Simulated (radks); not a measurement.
Q: The scandium ion Sc3+, [Ar]. All-electron calculation, non-relativistic Kohn-Sham, r2SCAN, spin-polarised, spherical densities, point nucleus; meta-GGA in the generalised Kohn-Sham scheme. Program: a radial shooting solver on a logarithmic mesh with Libxc functionals. Every spin shell is full or empty, so the densities are truly spherical. Functionals are evaluated on that one density, not self-consistently. Rank these orbital-free kinetic functionals by their error against the exact value of the orbitals, and give that value: Thomas-Fermi, von Weizsacker, TF + vW, TF + vW/9, LC94, APBEK, revAPBEK, Perdew 92, Thakkar, LKT, PG1, DePristo-Kress, Ernzerhof.

A: Exact: 758.303 hartree. From best to worst, with 100 (|E| - |E exact|)/|E exact| (equal figures are ties): DePristo-Kress +0.03, LC94 +0.09, Ernzerhof -0.11, APBEK +0.20, Thakkar -0.22, revAPBEK +0.51, Perdew 92 -0.63, TF + vW/9 -0.64, Thomas-Fermi -6.87, PG1 +22.17, LKT +27.60, von Weizsacker -43.94, TF + vW +49.19.
